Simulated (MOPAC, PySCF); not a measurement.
C8H15B, SMILES `B[C@@H]1CCCC[C@@H]1C=C`, neutral singlet in the gas phase. 

Cartesian coordinates (Å):
```xyz
24

B     -0.9150    -1.7604    -0.9739
C     -0.4607    -0.9472     0.2740
C     -1.5770    -0.2096     1.0363
C     -1.9384     1.0924     0.3085
C     -0.7083     1.9900     0.1262
C      0.4505     1.2487    -0.5524
C      0.8126    -0.0600     0.1867
C      1.9929    -0.7454    -0.4440
C      3.1309    -1.0639     0.1972
H     -2.0550    -2.1946    -1.0138
H     -0.1482    -2.0869    -1.8613
H     -0.1854    -1.8809     0.8550
H     -1.2392     0.0333     2.0694
H     -2.4707    -0.8598     1.1335
H     -2.3597     0.8363    -0.6911
H     -2.7369     1.6373     0.8544
H     -0.9720     2.8998    -0.4532
H     -0.3699     2.3460     1.1255
H      0.1709     0.9927    -1.6007
H      1.3456     1.9019    -0.6165
H      1.0999     0.2154     1.2283
H      1.8975    -0.9878    -1.5176
H      3.2686    -0.8362     1.2682
H      3.9668    -1.5610    -0.3194
```
Charge 0, multiplicity 1.

All levels are single points at this geometry (PBE-D3(BJ)/def2-SVP); Pople sets use spherical d functions. Orbital energies aren't observables, and empty levels follow the basis.

HF/6-31G* in PySCF gives dipole (D) = 0.61.

Task: Estimate the dipole (D) from each of these levels: PBE-D3(BJ)/def2-TZVP in PySCF; B3LYP/3-21G in PySCF; SVWN5/6-31G* in PySCF; AM1 in MOPAC; PM7 in MOPAC.

Result: 
```csv
level,dipole (D)
PBE-D3(BJ)/def2-TZVP in PySCF,0.95
B3LYP/3-21G in PySCF,0.80
SVWN5/6-31G* in PySCF,0.91
AM1 in MOPAC,0.49
PM7 in MOPAC,0.49
```
